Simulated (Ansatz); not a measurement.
# GeH3O (SMILES [O][GeH3]): the energy, rung by rung

GeH3O: 5 atoms, total charge 0, spin state doublet. SMILES: `[O][GeH3]`. The shape was relaxed beforehand at PBE0/def2-SVP.

```xyz
5

O    -1.4464    0.4237    0.7815
Ge    0.0671   -0.0591   -0.0569
H    -0.1582   -0.0903   -1.5783
H     0.5532   -1.4196    0.4715
H     1.0341    1.0716    0.3408
```

Each level gives the dissociation energy of the H4–Ge2 bond into doublet H and singlet GeH2O (shapes relaxed at PBE0/def2-SVP, no zero-point term) (eV). The values are calculated.

```json
{"level": "UHF/def2-TZVPP", "kind": "Hartree–Fock", "program": "Ansatz", "value (eV)": "2.73", "CPU time (all runs)": "13 s"}
{"level": "USVWN5/def2-TZVPP", "kind": "LDA", "program": "Ansatz", "value (eV)": "1.64", "CPU time (all runs)": "5.9 s"}
{"level": "UPBE/def2-TZVPP", "kind": "GGA", "program": "Ansatz", "value (eV)": "1.57", "CPU time (all runs)": "13 s"}
{"level": "U-r2SCAN/def2-TZVPP", "kind": "meta-GGA", "program": "Ansatz", "value (eV)": "1.93", "CPU time (all runs)": "33 s"}
{"level": "UB3LYP/def2-TZVPP", "kind": "global hybrid", "program": "Ansatz", "value (eV)": "1.91", "CPU time (all runs)": "11 s"}
{"level": "UPBE0-D4/def2-TZVPP", "kind": "global hybrid", "program": "Ansatz", "value (eV)": "1.92", "CPU time (all runs)": "11 s"}
{"level": "U-wB97M-V/def2-TZVPP", "kind": "range-separated hybrid", "program": "Ansatz", "value (eV)": "1.92", "CPU time (all runs)": "43 s"}
{"level": "UB2PLYP/def2-TZVPP", "kind": "double hybrid", "program": "Ansatz", "value (eV)": "1.69", "CPU time (all runs)": "16 s"}
{"level": "RPA@PBE/def2-TZVPP", "kind": "RPA", "program": "Ansatz", "value (eV)": "1.80", "CPU time (all runs)": "21 s"}
```

All-electron rows without a relativistic Hamiltonian named are non-relativistic. The values span 1.57 to 2.73 eV. A fragment with an even electron count was run as a singlet and may have a lower triplet. Measured bond enthalpies also hold zero-point and thermal terms, a few tenths of an eV less. CPU times are rough (shared hosts, several kinds of processor and program).
